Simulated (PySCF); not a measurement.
**Magnetic susceptibility: `CC[C@@]1(CF)C/C1=C\Cl`, C7H10ClF**

Cartesian coordinates in Å; atom numbers follow the order of the lines, from 1:
```xyz
19

C    -2.2769   -0.5617    0.2507
C    -0.9845   -0.6658   -0.5554
C     0.1200    0.2182    0.0003
C    -0.0781    1.7023   -0.2219
F    -0.1109    1.9892   -1.5671
C     0.8270   -0.2076    1.2760
C     1.5057   -0.2836   -0.0211
C     2.5701   -0.5749   -0.7190
Cl    4.0146   -1.1973    0.0126
H    -2.0913   -0.7780    1.3006
H    -3.0067   -1.2750   -0.1236
H    -2.7091    0.4327    0.1747
H    -1.1703   -0.3807   -1.5930
H    -0.6372   -1.7006   -0.5517
H    -1.0309    2.0491    0.1922
H     0.7479    2.2819    0.2017
H     0.5178   -1.1317    1.7439
H     1.1401    0.5500    1.9811
H     2.6429   -0.4572   -1.7882
```

Computed, not measured: GIAO BLYP/6-31G* magnetisability, non-relativistic, IEF-PCM chloroform in PySCF. Geometry: GFN2-xTB.

(1) What are the magnetisability and the molar susceptibility?

(2) Split it along the inertial axes a, b, c into diamagnetic and paramagnetic parts about the centre of mass, with the quadrupole moment.

Results:

(1) Isotropic -1561 × 10⁻³⁰ J/T², or -94.0 × 10⁻⁶ cm³/mol; principal values -1643, -1537, -1501 × 10⁻³⁰ J/T², anisotropy 128 × 10⁻³⁰ J/T² (root of half the summed squared differences of the principal values). The susceptibility is in cgs units.

(2) 
```tsv
axis	χ (10⁻⁶ cm³/mol)	diamagnetic (10⁻⁶ cm³/mol)	paramagnetic (10⁻⁶ cm³/mol)	summed x² of all electrons (Å²)	quadrupole Θ (D Å)
a	-91.7	-652.1	560.4	372.8	-7.08
b	-96.0	-1784.0	1688.1	106.0	+0.33
c	-94.3	-2031.3	1937.0	47.7	+6.76
```
Anisotropies 2χaa − χbb − χcc = +6.8 and 2χbb − χaa − χcc = -5.9 × 10⁻⁶ cm³/mol. Θ is traceless in Buckingham's convention.
